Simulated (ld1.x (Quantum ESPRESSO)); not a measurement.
**technetium (Tc), TM: configuration errors across variants**

- Element: Tc (Z = 43)
- Generator: ld1.x (Quantum ESPRESSO) 7.5
- Type: norm-conserving Troullier–Martins (Kleinman–Bylander form)
- Functional: revPBE
- Relativity: scalar-relativistic
- Frozen core: [Kr]
- Valence charge: 7
- Reference configuration: 4d5 5s1.5 5p0 (charge +0.5)
- Partial waves: 5p (bound, empty): rc 2.50 bohr; 4d (bound): rc 1.50 bohr; 5s (bound): rc 2.55 bohr
- Local potential: the s channel
- Core correction: a·sin(br)/r model core inside 1.45 bohr

All-electron excitation energies from the reference (eV): (1) 4d5 5s2 5p0 -3.243; (2) 4d5 5s1 5p0 4.818; (3) 4d5 5s0 5p0 19.520; (4) 4d5 5s0 5p2 4.423; (5) 4d4 5s2 5p0 8.363; (6) 4d5.5 5s1.5 5p0 -3.893; (7) 4d6 5s0 5p0 2.766.

Tests that are not counted but printed errors over 1 eV. “local potential all-electron potential smoothed inside 1.25 bohr (lloc = -1)”: 4d4 5s2 5p0 (solver errors, printed error -263 eV).

4 further variants failed, have other tests or another functional or relativity, and are left out.

A true bound ghost makes a file unfit for plane-wave use even where its test errors are small: the radial tests pick states by their node count and pass the ghost by. Where a test does run into it, the solver fails or the error is huge.

Errors AE − PS in meV (a dash: test not solved or not reliable):

```csv
change,(1),(2),(3),(4),(5),(6),(7),bound ghosts
base,-0.9,-3.3,-38,-7.4,-167,-26,-183,none
local potential all-electron potential smoothed inside 1.25 bohr (lloc = -1),-0.4,-2.7,-34,-6.1,–,-10,-133,"s, p"
core correction a·sin(br)/r model core inside 1.78 bohr,-0.8,-3.1,-35,-7.1,–,-25,-170,none
"all radii but the core radius scaled by about 1.19 (s 3.04, p 2.98, d 1.80 bohr)",-0.5,-2.9,-38,-14,-143,-23,-163,none
wave 5p (bound): rc 2.50 bohr becomes 5p (bound): rc 2.98 bohr,-0.9,-3.3,-38,-10,-167,-26,-183,none
wave 5s (bound): rc 2.55 bohr becomes 5s (bound): rc 2.08 bohr,0.0,-2.0,-27,-5.3,-103,-19,-141,none
local potential the d channel,-0.7,-3.0,-34,-6.5,-112,-13,-134,"s, p"
"all radii but the core radius scaled by about 1.18 (s 3.02, p 2.96, d 1.78 bohr)",-0.5,-2.9,-38,-14,-143,-23,-163,none
```

Question: Give the same row for: wave 4d (bound): rc 1.50 bohr becomes 4d (bound): rc 1.06 bohr.

Answer: -0.9, -3.3, -38, -7.4, -168, -27, -186; bound ghosts: none.
